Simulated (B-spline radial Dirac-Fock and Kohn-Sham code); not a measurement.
# Kohn-Sham estimates against Dirac-Fock for the levels of Os

System: the Os atom, [Xe] 4f14 5d7 6s1 (not the ground configuration).

The density-functional columns are spherical, spin-unpolarised Dirac-Kohn-Sham results without Breit or QED terms: −ε is minus the orbital energy of the initial state and ΔSCF the difference of two total energies. The reference in the last column comes from Dirac-Fock (average of configuration) total-energy differences with a finite nucleus, the Breit interaction including its frequency dependence, and self-energy and vacuum-polarisation corrections. All numbers are from a radial atomic solver, in eV; a selection of levels is shown. The Kohn-Sham columns are given as differences from the reference. For the 1s level of heavy atoms much of the gap between ΔSCF and the reference is the Breit and QED part, -381.9 eV here; for other levels the error of the functional can be larger.

```
level  LDA −ε − DF  LDA ΔSCF − DF  Dirac-Fock
    K       -202.5         +370.6     73874.8
   L1       -160.4          -57.0     12982.1
   L2       -110.8          +23.3     12393.7
   L3       -126.4          -12.6     10879.7
   M1        -83.7          -55.3      3065.0
   M2        -65.5          -34.7      2804.4
   M3        -64.9          -37.3      2470.3
   M5        -44.2          -11.7      1968.7
   N1        -44.3          -32.2       670.8
   N2        -36.4          -24.4       561.1
   N3        -36.3          -24.9       482.5
   N5        -24.0          -13.1       287.9
   N6         -7.0           +3.2       58.29
   N7         -7.1           +2.9       55.60
   O2         -7.0           -1.0       64.78
   O3         -7.3           -1.5       52.76
 O4,5         -2.4           +2.1        7.40
   P1         -1.3           +2.0        7.02
```

Values without a named source are computed, but for edge energies of neutral atoms, which are taken from tables.
